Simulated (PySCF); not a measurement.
Record of a relaxation.

Chlorobenzene, C₆H₅Cl.
Numbering: `[Cl:1][c:2]1[cH:3][cH:4][cH:5][cH:6][cH:7]1` (hydrogens: H8 on C3; H9 on C4; H10 on C5; H11 on C6; H12 on C7)

Computed by this run: PBE/6-31+G* geometry optimisation, gas phase in PySCF 2.14.0; density fitting, grid level 1; the optimiser is geomeTRIC in internal coordinates, started from a GFN2-xTB structure. 6 of its 7 geometries are shown. The frame can shift and turn from step to step; on so coarse a grid that alone can change the energy by a few meV, and forces under 0.02 eV/Å are noise.

Step 0: E = -18812.2728 eV, largest atomic force 0.678 eV/Å
```
atom  x, y, z in Å  |  force x, y, z in eV/Å
Cl1     3.043    0.219   -0.006    0.676   0.052  -0.001
C2      1.316    0.095   -0.004    0.289   0.018   0.002
C3      0.550    1.248    0.010    0.203   0.398   0.002
C4     -0.830    1.142    0.011   -0.232   0.289   0.009
C5     -1.436   -0.103   -0.001   -0.487  -0.031   0.000
C6     -0.658   -1.249   -0.016   -0.185  -0.331   0.002
C7      0.723   -1.157   -0.017    0.261  -0.351  -0.007
H8      1.029    2.215    0.022    0.258   0.492   0.003
H9     -1.432    2.038    0.023   -0.305   0.475   0.007
H10    -2.513   -0.181    0.003   -0.562  -0.042  -0.003
H11    -1.125   -2.222   -0.024   -0.238  -0.518  -0.006
H12     1.336   -2.045   -0.028    0.322  -0.450  -0.007
```

Step 1: E = -18812.3548 eV, largest atomic force 0.277 eV/Å
```
atom  x, y, z in Å  |  force x, y, z in eV/Å
Cl1     5.774    0.739    0.047   -0.277  -0.018   0.001
C2      4.009    0.611    0.050    0.175   0.014  -0.003
C3      3.232    1.777    0.065    0.119   0.119   0.002
C4      1.834    1.667    0.067   -0.067   0.073   0.003
C5      1.219    0.407    0.054   -0.077  -0.005   0.001
C6      2.011   -0.750    0.039   -0.059  -0.084   0.000
C7      3.410   -0.656    0.037    0.137  -0.107   0.000
H8      3.718    2.756    0.076    0.005   0.018  -0.001
H9      1.225    2.577    0.079    0.017  -0.004   0.000
H10     0.127    0.327    0.056    0.003  -0.001  -0.001
H11     1.540   -1.739    0.029    0.018   0.007  -0.001
H12     4.032   -1.555    0.026    0.007  -0.013  -0.001
```

Step 2: E = -18812.3563 eV, largest atomic force 0.194 eV/Å
```
atom  x, y, z in Å  |  force x, y, z in eV/Å
Cl1     5.758    0.752    0.047   -0.029  -0.054  -0.001
C2      4.002    0.609    0.050    0.182   0.068   0.000
C3      3.234    1.782    0.066   -0.080  -0.070   0.000
C4      1.835    1.669    0.068   -0.003   0.018   0.000
C5      1.222    0.406    0.054   -0.037  -0.005   0.001
C6      2.012   -0.755    0.039   -0.006  -0.009   0.000
C7      3.412   -0.664    0.037   -0.013   0.057   0.001
H8      3.723    2.761    0.076    0.002  -0.019  -0.001
H9      1.225    2.579    0.080   -0.009  -0.006   0.000
H10     0.130    0.327    0.056   -0.002  -0.002   0.000
H11     1.539   -1.743    0.029   -0.006   0.004   0.000
H12     4.037   -1.562    0.025    0.002   0.018   0.000
```

Step 4: E = -18812.3574 eV, largest atomic force 0.046 eV/Å
```
atom  x, y, z in Å  |  force x, y, z in eV/Å
Cl1     5.761    0.744    0.047   -0.017   0.002   0.000
C2      4.008    0.614    0.050    0.009  -0.005   0.000
C3      3.232    1.782    0.066   -0.008   0.002   0.000
C4      1.832    1.667    0.068    0.003  -0.003   0.000
C5      1.220    0.404    0.055   -0.021  -0.003   0.000
C6      2.013   -0.755    0.039    0.023   0.039   0.000
C7      3.413   -0.657    0.037    0.007  -0.035  -0.001
H8      3.717    2.762    0.076   -0.001   0.003   0.000
H9      1.221    2.576    0.080   -0.002  -0.001   0.000
H10     0.128    0.323    0.056   -0.003   0.002   0.000
H11     1.544   -1.745    0.029    0.004   0.003   0.000
H12     4.040   -1.553    0.025    0.006  -0.004   0.000
```

Step 5: E = -18812.3574 eV, largest atomic force 0.040 eV/Å
```
atom  x, y, z in Å  |  force x, y, z in eV/Å
Cl1     5.761    0.751    0.047   -0.012  -0.014   0.000
C2      4.008    0.613    0.050    0.019   0.007   0.000
C3      3.230    1.780    0.066   -0.002   0.018   0.000
C4      1.831    1.667    0.068   -0.008   0.011   0.001
C5      1.219    0.403    0.055    0.004   0.001   0.000
C6      2.015   -0.753    0.039   -0.017  -0.036   0.000
C7      3.415   -0.658    0.036    0.010   0.017   0.000
H8      3.715    2.761    0.076    0.001   0.003   0.000
H9      1.220    2.575    0.080    0.002   0.001   0.000
H10     0.128    0.321    0.057    0.002  -0.003   0.000
H11     1.546   -1.743    0.029    0.001  -0.003   0.000
H12     4.041   -1.555    0.024    0.000  -0.001   0.000
```

Step 6: E = -18812.3575 eV, largest atomic force under 0.02 eV/Å
```
atom  x, y, z in Å  |  force x, y, z in eV/Å
Cl1     5.760    0.748    0.047   -0.002  -0.001   0.000
C2      4.008    0.614    0.050    0.003   0.001   0.000
C3      3.230    1.782    0.066   -0.001   0.002   0.000
C4      1.831    1.667    0.068    0.000  -0.001   0.000
C5      1.220    0.403    0.055    0.001   0.001   0.000
C6      2.015   -0.754    0.039   -0.002  -0.005   0.000
C7      3.415   -0.657    0.036    0.000   0.004   0.000
H8      3.715    2.762    0.076    0.000   0.000   0.000
H9      1.219    2.575    0.080    0.000   0.000   0.000
H10     0.128    0.320    0.057    0.000  -0.001   0.000
H11     1.547   -1.744    0.029    0.001  -0.001   0.000
H12     4.042   -1.554    0.024    0.001   0.001   0.000
```

Q: Summarise the path.

A: The energy falls by 1.95 kcal/mol from step 0 to step 6; nine tenths of that is first reached at step 1. It falls at every step. The largest force goes from 0.678 to under 0.02 eV/Å. Among the bonds Cl1–C2 changes most, from 1.731 to 1.757 Å; the atoms move by 0.029 Å rms after alignment.

Q: Follow the energy, the force and the coordinates that change most from start to end.

A: 
```tsv
step	E above end (kcal/mol)	largest force (eV/Å)	Cl1–C2 (Å)	C6–C7 (Å)	C3–C4 (Å)
0	1.95	0.678	1.731	1.384	1.384
1	0.06	0.277	1.770	1.402	1.402
2	0.03	0.194	1.761	1.404	1.404
3	0.01	0.072	1.757	1.405	1.405
4	0.00	0.046	1.758	1.404	1.404
5	0.00	0.040	1.758	1.404	1.404
6	0.00	under 0.02	1.757	1.404	1.404
```

What follows is the cost of the whole optimisation. On Arm Neoverse V1, one thread, no GPU, shared host, this took 68 s of wall time and 0.55 GiB of memory at its peak.
